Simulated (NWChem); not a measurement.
System meant: C2H6FMgN; SMILES C[N](C)[Mg][F]

NWChem input:

```
start job
memory heap 200 mb stack 900 mb global 1100 mb
geometry units angstroms noautoz
  Mg     0.004491     1.228599    -0.314337
  F      0.011815     2.924190    -0.796612
  N     -0.003384    -0.595036     0.204196
  C     -1.196158    -1.370561     0.414381
  C      1.182376    -1.374893     0.436797
  H     -1.256403    -2.253940    -0.258585
  H     -1.272191    -1.766471     1.450884
  H     -2.110077    -0.776261     0.236381
  H      1.237059    -1.771559     1.474354
  H      1.252389    -2.258166    -0.235362
  H      2.101627    -0.783741     0.276729
end
basis spherical
  * library def2-svp
end
dft
  odft
  mult 2
  xc pbe0
  iterations 150
  mulliken
end
task dft energy
```

End of the output:

```
 Summary of "ao basis" -> "ao basis" (spherical)
 ------------------------------------------------------------------------------
       Tag                 Description            Shells   Functions and Types
 ---------------- ------------------------------  ------  ---------------------
 Mg                         def2-svp                 8       18   4s3p1d
 F                          def2-svp                 6       14   3s2p1d
 N                          def2-svp                 6       14   3s2p1d
 C                          def2-svp                 6       14   3s2p1d
 H                          def2-svp                 3        5   2s1p

 Summary of "ao basis" -> "ao basis" (spherical)
 ------------------------------------------------------------------------------
       Tag                 Description            Shells   Functions and Types
 ---------------- ------------------------------  ------  ---------------------
 Mg                         def2-svp                 8       18   4s3p1d
 F                          def2-svp                 6       14   3s2p1d
 N                          def2-svp                 6       14   3s2p1d
 C                          def2-svp                 6       14   3s2p1d
 H                          def2-svp                 3        5   2s1p

      Symmetry analysis of basis
      --------------------------

        a1         42
        a2         13
        b1         20
        b2         29

  number of electrons :                   46
  multiplicity        :                    2
 ------------------------------------------------------------------------
  no. of electrons and multiplicity not compatible                  46
 ------------------------------------------------------------------------
 ------------------------------------------------------------------------
  current input line :
    26: task dft energy
 ------------------------------------------------------------------------
 ------------------------------------------------------------------------
 There is an error in the input file
 ------------------------------------------------------------------------
 For more information see the NWChem manual at https://nwchemgit.github.io

0: no. of electrons and multiplicity not compatible:Received an Error in Communication
```

Problem. What is wrong, and how is it mended?

Solution. The program refused the input. Cause: the multiplicity doesn't fit the number of electrons (an even count wants an odd multiplicity, and the reverse). This input runs:
```
start job
memory heap 200 mb stack 900 mb global 1100 mb
geometry units angstroms noautoz
  Mg     0.004491     1.228599    -0.314337
  F      0.011815     2.924190    -0.796612
  N     -0.003384    -0.595036     0.204196
  C     -1.196158    -1.370561     0.414381
  C      1.182376    -1.374893     0.436797
  H     -1.256403    -2.253940    -0.258585
  H     -1.272191    -1.766471     1.450884
  H     -2.110077    -0.776261     0.236381
  H      1.237059    -1.771559     1.474354
  H      1.252389    -2.258166    -0.235362
  H      2.101627    -0.783741     0.276729
end
basis spherical
  Mg library def2-svp
  F library def2-svp
  N library def2-svp
  C library def2-svp
  H library def2-svp
end
dft
  xc pbe0
  iterations 150
  mulliken
end
task dft energy
```
It converges to -433.95093 Ha (PBE0/def2-SVP).
